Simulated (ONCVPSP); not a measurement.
## hafnium, ONCV: configuration errors across variants

ONCVPSP 4.0.1 input, shortened (lines: element, Z, core and valence counts, functional; n l f; lmax; l rc ep ncon nbas qcut; lloc lpopt rc5 dvloc0; l nproj debl; icmod fcfact rcfact), PBE, non-relativistic:

```
  Hf 72.00   10    4        4      upf
    1    0    2.00
    2    0    2.00
    2    1    6.00
    3    0    2.00
    3    1    6.00
    3    2   10.00
    4    0    2.00
    4    1    6.00
    4    2   10.00
    4    3   14.00
    5    0    2.00
    5    1    6.00
    5    2    2.00
    6    0    1.50
    2
    0    1.90    0.00    4    7    8.20
    1    2.30    0.00    5    8    4.70
    2    2.30    0.00    3    7    6.40
    4    5    1.30    2.00
    0    3    0.90
    1    2    0.90
    2    2    1.50
    1    0.55    0.00
```

In the p channel the program set the typed energies aside and used -1.357, 0.250 Ha.

All-electron excitation energies from the reference (eV): (1) 5s2 5p6 5d2 6s2 -2.849; (2) 5s2 5p6 5d2 6s1 4.212; (3) 5s2 5p6 5d2 6s0 17.016; (4) 5s2 5p6 5d2 6s1 6p1 0.106.

1 further variants failed, have other tests or too few solved ones, and are left out.

Errors AE − PS in meV (a dash: test not solved or not reliable):

```
           change   (1)   (2)   (3)  (4)  bound ghosts  GHOST(+) flags above zero
             base  -0.1  -0.1  -2.0  0.0          none                          s
d: ncon 4, nbas 8  -0.1  -0.1  -2.0  0.0          none                          s
       p: rc 2.34  -0.1  -0.1  -2.0  0.0          none                          s
       d: rc 2.54  -0.1  -0.2  -2.1  0.0          none                          s
        d: nbas 6  -0.1  -0.1  -2.0  0.0          none                          s
```

(1) Give the same row for: s: qcut 5.7; p: qcut 3.3; d: qcut 4.4.

## Answers

(1) -0.1, -0.2, -4.5, -0.1; bound ghosts: none; GHOST(+) flags above zero: s.
